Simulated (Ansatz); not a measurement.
Consider the cleavage of the Si–Si bond: `O[SiH2][Si](F)(Cl)Cl` + `S[SiH2]Cl` → `F[Si](Cl)(Cl)S[SiH2]Cl` + `O[SiH3]`.

Calculated with Ansatz (gas phase, PBE0-D4/def2-TZVP geometries, no zero-point term in ΔE). CCSD(T)/CBS adds triple-zeta CCSD(T) − MP2 to the extrapolated MP2 energy (def2 sets, frozen cores). Functionals use def2-TZVPP. Each species was taken in one conformer, which may not be the lowest.

```json
{"level": "PBE0-D4", "ΔE (eV)": "-0.67"}
{"level": "B2PLYP", "ΔE (eV)": "-0.69"}
{"level": "PBE0", "ΔE (eV)": "-0.61"}
{"level": "MP2/def2-TZVPP", "ΔE (eV)": "-0.86"}
{"level": "MP2/def2-QZVPP", "ΔE (eV)": "-0.87"}
{"level": "SCS-MP2/def2-QZVPP", "ΔE (eV)": "-0.81"}
{"level": "HF/CBS(def2)", "ΔE (eV)": "-0.67"}
{"level": "MP2/CBS(def2)", "ΔE (eV)": "-0.88"}
```

(1) What does CCSD(T)/CBS give? (An estimate is asked.)

Largest T1 diagnostic among the species: 0.011.

## Answers

(1) Ansatz gave: -0.75 eV. The listed levels differ from it by 0.08, 0.06, 0.14, -0.11, -0.12, -0.06, 0.08, -0.13 eV.

The D4 term adds −0.12 eV with B3LYP and −0.06 eV with PBE0; it sums over pairs of atoms, weighted by their polarisabilities, and B3LYP, whose exchange is more repulsive, gets the larger term. In def2-TZVPP, CCSD(T) changes the Hartree–Fock value by −0.06 eV (the triples alone add −0.03 eV) and MP2 by −0.19 eV.

B3LYP here is the variant with VWN-RPA as its local correlation; programs differ in this.
